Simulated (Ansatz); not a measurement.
A set of 12 reactions (hydrogenolysis), with CCSD(T)/CBS values in kJ/mol:

```tsv
reaction	ΔE
`C=C[Si](N)(N)Cl` + H₂ → `N[SiH](N)Cl` + `C=C`	-9.9
`[NH2][GeH2][CH2]O` + H₂ → `O[CH2][GeH3]` + NH₃	-9.0
`[F][GaH][SeH]` + H₂ → `[GaH2][SeH]` + H–F	67.4
`C#[C][SnH2][CH3]` + H₂ → `C#[C][SnH3]` + CH₄	-32.6
`FC1CC1(F)F` + H₂ → `FC1(F)CC1` + H–F	-128.3
`BC=C=O` + H₂ → `C=C=O` + BH₃	73.3
`N[SiH]1CS1` + H₂ → `C1[SiH2]S1` + NH₃	40.6
`[SiH3][O][GaH][Br]` + H₂ → `[GaH2][Br]` + `O[SiH3]`	65.1
`S[SiH2][SiH2]CCl` + H₂ → `[SiH3][SiH2]S` + `CCl`	-30.5
`FCOCC(F)F` + H₂ → `FCCOCF` + H–F	-70.6
`[SiH3]OC([SiH3])S` + H₂ → `[SiH3]OCS` + SiH₄	-24.6
`COB(F)Cl` + H₂ → `COBCl` + H–F	110.3
```

Computed with Ansatz on PBE0-D4/def2-TZVP structures; ΔE is electronic, products minus reactants. CBS: MP2 limit from def2 TZ/QZ plus the TZ coupled-cluster correction, frozen cores. This one scheme is used for every species. DFT in def2-TZVPP. B3LYP here is the variant with VWN-RPA as its local correlation; programs differ in this. Elements past krypton have def2 core potentials. For Br, Ga, Ge, Se, Sn outer-core shells are correlated without core-valence functions, which leaves a few kJ/mol of doubt a bond. Scalar relativity is left out up to krypton. Each species was taken in one conformer, which may not be the lowest.

**Question.** Give the mean, mean absolute and largest difference (level minus CCSD(T)/CBS, kJ/mol) for: PBE-D4, r2SCAN-D4, PBE0-D4, B3LYP-D4, ωB97M-V, r2SCAN, PBE0, B3LYP, MP2/def2-TZVPP, SCS-MP2/def2-TZVPP, HF/def2-QZVPP, MP2/def2-QZVPP, HF/CBS(def2), CCSD/CBS(def2). (An estimate is asked.)

**Answer.** Computed: 
```json
{"level": "PBE-D4", "mean": "4.3", "mean absolute": "7.0", "largest": "17.6"}
{"level": "r2SCAN-D4", "mean": "6.3", "mean absolute": "7.7", "largest": "17.5"}
{"level": "PBE0-D4", "mean": "-0.5", "mean absolute": "4.6", "largest": "-10.4"}
{"level": "B3LYP-D4", "mean": "2.1", "mean absolute": "5.0", "largest": "14.6"}
{"level": "ωB97M-V", "mean": "1.6", "mean absolute": "5.0", "largest": "12.7"}
{"level": "r2SCAN", "mean": "4.9", "mean absolute": "7.4", "largest": "17.0"}
{"level": "PBE0", "mean": "-5.0", "mean absolute": "7.8", "largest": "-17.3"}
{"level": "B3LYP", "mean": "-6.0", "mean absolute": "11.1", "largest": "-19.5"}
{"level": "MP2/def2-TZVPP", "mean": "4.0", "mean absolute": "4.6", "largest": "8.4"}
{"level": "SCS-MP2/def2-TZVPP", "mean": "0.1", "mean absolute": "3.4", "largest": "7.9"}
{"level": "HF/def2-QZVPP", "mean": "-16.4", "mean absolute": "18.7", "largest": "-40.5"}
{"level": "MP2/def2-QZVPP", "mean": "4.2", "mean absolute": "5.8", "largest": "8.0"}
{"level": "HF/CBS(def2)", "mean": "-16.4", "mean absolute": "18.7", "largest": "-40.6"}
{"level": "CCSD/CBS(def2)", "mean": "-4.5", "mean absolute": "4.5", "largest": "-7.3"}
```

The largest T1 diagnostic in the set is 0.017, for `BC=C=O` (customary mark 0.02).

CCSD(T)/CBS is a level of theory with its own doubt, and the functionals carry their triple-zeta basis error, so these figures describe this set and don't rank the functionals.
